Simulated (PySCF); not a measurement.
B(Cl)(OH)(SeH), SMILES OB(Cl)[SeH] (B3LYP/def2-SVP optimised geometry):

```
6

B     -0.203    -0.051     0.000
Cl    -1.042     1.524     0.000
O     -0.894    -1.207     0.000
H     -1.855    -1.088     0.000
Se     1.751    -0.051     0.000
H      1.855    -1.524     0.000
```

Calculation: B3LYP/def2-TZVP run with PySCF.

What are the frontier orbital energies and the dipole moment?

HOMO-2 -9.26 eV, HOMO-1 -8.90 eV, HOMO -7.15 eV, LUMO -0.42 eV, LUMO+1 -0.06 eV; dipole moment 1.56 D.

On the same geometry PBE/def2-TZVP (PySCF) gives HOMO-2 -8.13 eV, HOMO-1 -7.79 eV, HOMO -6.25 eV, LUMO -1.18 eV, LUMO+1 -0.69 eV; dipole moment 1.56 D.

Meta-Löwdin charges at B3LYP/def2-TZVP: B1 0.19, Cl2 -0.12, O3 -0.49, H4 0.36, Se5 -0.01, H6 0.07.
